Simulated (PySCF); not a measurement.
33S chemical shifts

- GFN2-xTB geometry
- NMR shieldings at PBE0/pcSseg-1/GIAO
- code: PySCF 2.14
- isolated molecule, equivalent nuclei averaged, a single conformation, non-relativistic

Shieldings were converted by a linear fit to measured shifts: 33S (scatter 33.3 ppm rms vs sulfate, solution or neat liquid). A few per cent of atoms miss by over 2 rms, more outside the fitted compound classes.

Problem. Give the 33S shifts of `CO[Si@H](S)CS[SiH3]`, `COCS[SiH2]S[SiH3]`.

Solution. 
```
                                        compound                 environment  δ (ppm)
[CH3:1][O:2][Si@H:3]([SH:4])[CH2:5][S:6][SiH3:7]  S6: sulfur bonded to C, Si     -521
[CH3:1][O:2][Si@H:3]([SH:4])[CH2:5][S:6][SiH3:7]  S4: sulfur bonded to Si, H     -539
   [CH3:1][O:2][CH2:3][S:4][SiH2:5][S:6][SiH3:7]  S4: sulfur bonded to C, Si     -448
   [CH3:1][O:2][CH2:3][S:4][SiH2:5][S:6][SiH3:7]   S6: sulfur bonded to 2 Si     -622
```

Problem. Match the shifts 104, -333, -557, -643 ppm to `CC(O)=S`, `CC[Si@@H](S[SiH3])N([SiH3])[SiH3]`, `CC(C)OC(=O)[SiH2]S[SiH3]`, `CC#C[C@@H](C)/C(=C\F)SC`.

Solution. 104: CC(O)=S (thione sulfur); -333: CC#C[C@@H](C)/C(=C\F)SC (sulfide sulfur); -557: CC[Si@@H](S[SiH3])N([SiH3])[SiH3] (sulfur bonded to 2 Si); -643: CC(C)OC(=O)[SiH2]S[SiH3] (sulfur bonded to 2 Si).
